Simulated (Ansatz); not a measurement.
Be₂S₂⁻. Total charge -1; doublet. Geometry PBE0-D4/def2-TZVPD.

```xyz
4

Be   -0.533   -0.068    1.532
Be    1.082    0.631   -1.034
S    -0.933    0.533   -0.444
S     0.384   -1.097   -0.053
```

At PBE-D4/def2-TZVPD, r2SCAN-D4/def2-TZVPD, B97M-V/def2-TZVPD, PBE0-D4/def2-TZVPD and others the highest occupied level of the charge -1 doublet lies above zero (up to 0.54 eV). The electron is either unbound and held by the finite basis, or the level is raised by self-interaction error. At r2SCAN-D4/def2-TZVPD, r2SCAN0-D4/def2-TZVPD the charge -1 doublet is spin-contaminated (final ⟨S²⟩ up to 0.95, 0.75 for a pure state). Another isomer (doublet) lies 4.38 eV lower at PBE0-D4/def2-TZVPD; other spin states weren't run for this one.

Estimate the α-spin orbital energies around the gap (eV) in Ansatz with PBE-D4/def2-TZVPD, r2SCAN-D4/def2-TZVPD, B97M-V/def2-TZVPD, PBE0-D4/def2-TZVPD, r2SCAN0-D4/def2-TZVPD.


```json
{"orbital": "HOMO−5", "PBE-D4/def2-TZVPD": "-5.53", "r2SCAN-D4/def2-TZVPD": "-5.84", "B97M-V/def2-TZVPD": "-6.01", "PBE0-D4/def2-TZVPD": "-6.77", "r2SCAN0-D4/def2-TZVPD": "-6.96"}
{"orbital": "HOMO−4", "PBE-D4/def2-TZVPD": "-4.80", "r2SCAN-D4/def2-TZVPD": "-5.12", "B97M-V/def2-TZVPD": "-5.24", "PBE0-D4/def2-TZVPD": "-6.08", "r2SCAN0-D4/def2-TZVPD": "-6.28"}
{"orbital": "HOMO−3", "PBE-D4/def2-TZVPD": "-2.74", "r2SCAN-D4/def2-TZVPD": "-2.94", "B97M-V/def2-TZVPD": "-3.15", "PBE0-D4/def2-TZVPD": "-3.85", "r2SCAN0-D4/def2-TZVPD": "-3.97"}
{"orbital": "HOMO−2", "PBE-D4/def2-TZVPD": "-1.91", "r2SCAN-D4/def2-TZVPD": "-2.09", "B97M-V/def2-TZVPD": "-2.28", "PBE0-D4/def2-TZVPD": "-3.01", "r2SCAN0-D4/def2-TZVPD": "-3.12"}
{"orbital": "HOMO−1", "PBE-D4/def2-TZVPD": "-0.08", "r2SCAN-D4/def2-TZVPD": "-0.27", "B97M-V/def2-TZVPD": "-0.12", "PBE0-D4/def2-TZVPD": "-0.95", "r2SCAN0-D4/def2-TZVPD": "-1.10"}
{"orbital": "HOMO", "PBE-D4/def2-TZVPD": "0.41", "r2SCAN-D4/def2-TZVPD": "0.13", "B97M-V/def2-TZVPD": "0.42", "PBE0-D4/def2-TZVPD": "-0.45", "r2SCAN0-D4/def2-TZVPD": "-0.68"}
{"orbital": "LUMO", "PBE-D4/def2-TZVPD": "1.16", "r2SCAN-D4/def2-TZVPD": "1.37", "B97M-V/def2-TZVPD": "1.29", "PBE0-D4/def2-TZVPD": "2.05", "r2SCAN0-D4/def2-TZVPD": "2.19"}
{"orbital": "LUMO+1", "PBE-D4/def2-TZVPD": "2.03", "r2SCAN-D4/def2-TZVPD": "2.33", "B97M-V/def2-TZVPD": "2.01", "PBE0-D4/def2-TZVPD": "2.69", "r2SCAN0-D4/def2-TZVPD": "2.88"}
{"orbital": "LUMO+2", "PBE-D4/def2-TZVPD": "2.54", "r2SCAN-D4/def2-TZVPD": "2.91", "B97M-V/def2-TZVPD": "2.46", "PBE0-D4/def2-TZVPD": "3.06", "r2SCAN0-D4/def2-TZVPD": "3.31"}
{"orbital": "LUMO+3", "PBE-D4/def2-TZVPD": "2.83", "r2SCAN-D4/def2-TZVPD": "3.23", "B97M-V/def2-TZVPD": "2.73", "PBE0-D4/def2-TZVPD": "3.30", "r2SCAN0-D4/def2-TZVPD": "3.55"}
{"orbital": "LUMO+4", "PBE-D4/def2-TZVPD": "2.96", "r2SCAN-D4/def2-TZVPD": "3.48", "B97M-V/def2-TZVPD": "2.83", "PBE0-D4/def2-TZVPD": "3.32", "r2SCAN0-D4/def2-TZVPD": "3.61"}
{"orbital": "LUMO+5", "PBE-D4/def2-TZVPD": "3.13", "r2SCAN-D4/def2-TZVPD": "3.63", "B97M-V/def2-TZVPD": "3.06", "PBE0-D4/def2-TZVPD": "3.57", "r2SCAN0-D4/def2-TZVPD": "3.84"}
{"orbital": "β HOMO", "PBE-D4/def2-TZVPD": "0.53", "r2SCAN-D4/def2-TZVPD": "0.54", "B97M-V/def2-TZVPD": "0.43", "PBE0-D4/def2-TZVPD": "0.13", "r2SCAN0-D4/def2-TZVPD": "0.12"}
{"orbital": "β LUMO", "PBE-D4/def2-TZVPD": "1.17", "r2SCAN-D4/def2-TZVPD": "1.39", "B97M-V/def2-TZVPD": "1.14", "PBE0-D4/def2-TZVPD": "1.85", "r2SCAN0-D4/def2-TZVPD": "2.00"}
```
